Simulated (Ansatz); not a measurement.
`[F][Sn]([F])([Cl])[Cl]` + HCl → `[F][Sn]([Cl])([Cl])[Cl]` + H–F  (ligand exchange at the Sn–F bond)

Computed with Ansatz on PBE0-D4/def2-TZVP structures; ΔE is electronic, products minus reactants. CCSD(T)/CBS is the MP2 limit (def2-TZVPP, def2-QZVPP) plus CCSD(T) − MP2 in def2-TZVPP, frozen cores. This one scheme is used for every species. Elements past krypton have def2 core potentials. For Sn outer-core shells are correlated without core-valence functions, which leaves a few kJ/mol of doubt a bond.

```csv
species,CCSD(T)/CBS(def2) energy (Eh)
`[F][Sn]([F])([Cl])[Cl]`,-1333.31864
HCl,-460.38127
`[F][Sn]([Cl])([Cl])[Cl]`,-1693.31956
H–F,-100.39570
```

Task: Work out ΔE.

Result: ΔE = (-1693.31956) + (-100.39570) − (-1333.31864) − (-460.38127) = -0.01535 Eh = -9.6 kcal/mol.

Largest T1 diagnostic among the species: 0.013.

At CCSD(T), def2-SVP lies +2.1 kcal/mol from the extrapolated value and def2-TZVPP +0.7 kcal/mol. Leaving LDA and LC-ωPBE aside and taking each functional with its dispersion term where it has one, the values, not all of them listed here, spread over 3.3 kcal/mol, from HSE06-D4 to B97M-V. LDA lies −1.3 kcal/mol from PBE without D4.
